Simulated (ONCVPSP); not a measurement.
**PBEsol ONCV dataset for silicon (Si), non-relativistic all-electron reference.**

ONCVPSP 4.0.1 input, shortened (lines: element, Z, core and valence counts, functional; n l f; lmax; l rc ep ncon nbas qcut; lloc lpopt rc5 dvloc0; l nproj debl; icmod fcfact rcfact), PBEsol, non-relativistic:

```
  Si 14.00    3    2  -116133      upf
    1    0    2.00
    2    0    2.00
    2    1    6.00
    3    0    2.00
    3    1    2.00
    2
    0    1.60    0.00    3    7    5.00
    1    1.45    0.00    3    6    4.60
    2    1.25    0.21    4    8    7.40
    4    3    1.20    3.00
    0    3    2.30
    1    1    0.60
    2    1    1.20
    2    0.45    0.75
```

All-electron outer shells of the reference configuration (PBEsol, non-relativistic, ld1.x):

| shell | level (eV) | outermost node (bohr) | outermost maximum (bohr) |
| --- | --- | --- | --- |
| 2s | -138.47 | 0.15 | 0.45 |
| 2p | -95.46 | – | 0.39 |
| 3s | -10.72 | 0.72 | 1.80 |
| 3p | -4.07 | 0.72 | 2.17 |

(1) Estimate the cutoffs (Ha) at which the residual kinetic energy of the hardest occupied pseudo-wave falls to 1 and 0.1 mHa per electron.

(2) What does a ghost test show?

(3) Tests: 3s2 3p1; 3s2 3p0; 3s1 3p0; 3s0 3p4. Which has the largest error in its energy relative to the reference configuration, and how large is it?

## Answers

(1) 8.4 Ha and 49 Ha. The cutoffs count occupied waves only; projector 3 of the s channel, the hardest unoccupied one, needs 22 Ha at the loose tolerance.

(2) Ghosts flagged at negative energy: s at -94.4 eV; no localised positive-energy state flagged. A true bound ghost makes a file unfit for plane-wave use.

(3) 3s1 3p0, with +60 meV (all-electron minus pseudo) on +57.53 eV.
